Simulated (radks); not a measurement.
Spherical jellium clusters: N electrons in a uniform positive sphere of charge N and radius rs N^(1/3), rs = 2.64 bohr. Calculated with a radial shooting solver with Libxc functionals: non-relativistic Kohn-Sham, PBE, spin-polarised, spherical densities. Levels are named by radial order and angular momentum (1s, 1p, 1d, 2s, ...), and open shells are averaged over m.

N = 31, configuration 1s2 1p6 1d10 2s2 1f(up 7, down 4). This is the lowest configuration that the search found. Occupied and some empty levels:

level,occupation,eigenvalue (eV),<r> (bohr)
1s up,1,-9.1070,4.724
1s down,1,-9.0307,4.584
1p up,3,-7.5342,5.848
1p down,3,-7.3627,5.750
1d up,5,-5.7146,6.605
1d down,5,-5.4815,6.551
2s up,1,-5.2305,5.581
2s down,1,-5.0832,5.648
1f up,7,-3.6667,7.254
1f down,4,-3.4011,7.240
2p up,0,-2.8880,6.738
2p down,0,-2.7581,6.776
1g up,0,-1.4600,7.980
1g down,0,-1.1891,8.028
2d up,0,-0.87356,9.138
2d down,0,-0.75012,9.281

Energy (eV): total -41.4108, kinetic 117.04, external -3701.3, Hartree 1813.4, exchange-correlation -162.47, background 1891.9.
